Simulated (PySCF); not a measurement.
Compound: C5H9BF2.
Atom-mapped SMILES: `[CH2:1]=[C:2]([CH3:3])[CH2:4][CH2:5][B:6]([F:7])[F:8]` (hydrogens: H9, H10 on C1; H11, H12, H13 on C3; H14, H15 on C4; H16, H17 on C5)

Geometry (PBE0-D3(BJ)/def2-SVP, Å), atoms numbered from 1 in this order:
```xyz
17
C5H9BF2 angstrom
C     -0.921   -0.040   -1.293
C     -0.889    0.085    0.040
C     -2.034    0.679    0.804
C      0.281   -0.344    0.885
C      1.498   -0.849    0.117
B      2.100    0.227   -0.845
F      2.220    1.492   -0.471
F      2.564   -0.073   -2.048
H     -0.104   -0.486   -1.867
H     -1.786    0.299   -1.869
H     -1.707    1.563    1.378
H     -2.857    0.983    0.143
H     -2.430   -0.042    1.539
H      0.574    0.516    1.513
H     -0.069   -1.111    1.600
H      1.271   -1.770   -0.442
H      2.294   -1.118    0.836
```

Level: wB97X-D/def2-SVPD in PySCF, non-relativistic, on one gas-phase PBE0-D3(BJ)/def2-SVP geometry that isn't relaxed in the solvent. The solvent is an IEF-PCM continuum (Bondi radii, 1.10 Å for H, scaled by 1.2), and excitations are vertical TDDFT with non-equilibrium linear response and a frozen core. Only the electrostatic response of the medium enters.

Gas-phase singlets (H = HOMO, L = LUMO):

| state | E (eV) | λ (nm) | f | leading configurations |
| --- | --- | --- | --- | --- |
| S1 | 7.058 | 176 | 0.146 | H→L 76%, H→L+2 18% |
| S2 | 7.226 | 172 | 0.188 | H→L+1 76% |
| S3 | 7.647 | 162 | 0.059 | H→L+2 52%, H→L+3 27% |
| S4 | 8.210 | 151 | 0.029 | H→L+3 45%, H→L+4 19% |
| S5 | 8.230 | 151 | 0.003 | H-2→L 37%, H-1→L 23% |

Problem. Give the list for cyclohexane (ε = 2.017), n² = 2.04.

Solution. 
```json
{"state": "S1", "E (eV)": "6.944", "λ (nm)": "179", "f": "0.315", "leading configurations": "H→L 79%, H→L+1 10%", "change by rank (eV)": "-0.114"}
{"state": "S2", "E (eV)": "7.147", "λ (nm)": "173", "f": "0.139", "leading configurations": "H→L+1 57%, H→L+2 32%", "change by rank (eV)": "-0.079"}
{"state": "S3", "E (eV)": "7.580", "λ (nm)": "164", "f": "0.058", "leading configurations": "H→L+2 45%, H→L+3 27%", "change by rank (eV)": "-0.067"}
{"state": "S4", "E (eV)": "8.185", "λ (nm)": "151", "f": "0.007", "leading configurations": "H-2→L 26%, H-1→L 21%", "change by rank (eV)": "-0.025"}
{"state": "S5", "E (eV)": "8.205", "λ (nm)": "151", "f": "0.033", "leading configurations": "H→L+3 38%, H→L+4 21%", "change by rank (eV)": "-0.025"}
```

Problem. How do the frontier levels move from gas to cyclohexane?

Solution. 
| orbital | gas (eV) | solvent (eV) | change (eV) | Löwdin shares, gas | Löwdin shares, solvent |
| --- | --- | --- | --- | --- | --- |
| LUMO+2 | 2.24 | 2.29 | +0.05 | B6 37 %, F8 13 %, F7 12 %, C5 9 % | B6 30 %, F8 12 %, F7 11 %, C5 9 % |
| LUMO+1 | 2.06 | 2.13 | +0.07 | B6 19 %, C1 14 %, C2 12 %, C4 7 % | B6 23 %, C1 15 %, C2 14 %, C4 6 % |
| LUMO | 1.90 | 1.95 | +0.05 | C2 21 %, B6 19 %, C1 19 %, H14 5 % | B6 25 %, C2 18 %, C1 16 %, H14 5 % |
| HOMO | -9.20 | -9.12 | +0.08 | C1 39 %, C2 32 %, C3 6 %, C4 6 % | C1 39 %, C2 32 %, C3 6 %, C4 6 % |
| HOMO-1 | -11.38 | -11.29 | +0.09 | C5 23 %, C4 16 %, B6 12 %, C2 9 % | C5 22 %, C4 17 %, B6 11 %, C2 10 % |
| HOMO-2 | -11.62 | -11.52 | +0.10 | C4 17 %, C2 16 %, C5 15 %, C3 14 % | C4 17 %, C5 17 %, C2 15 %, C3 14 % |
| HOMO-3 | -12.00 | -11.88 | +0.12 | C5 21 %, C4 20 %, H14 12 %, H16 11 % | C5 21 %, C4 20 %, H14 12 %, H16 11 % |

The HOMO–LUMO gap goes from 11.10 to 11.07 eV.

Time: 57 s wall; peak memory 1.1 GiB. Hardware: an Arm Neoverse V2 with one thread (shared host). This is the whole response run at wB97X-D/def2-SVPD in cyclohexane, SCF included.
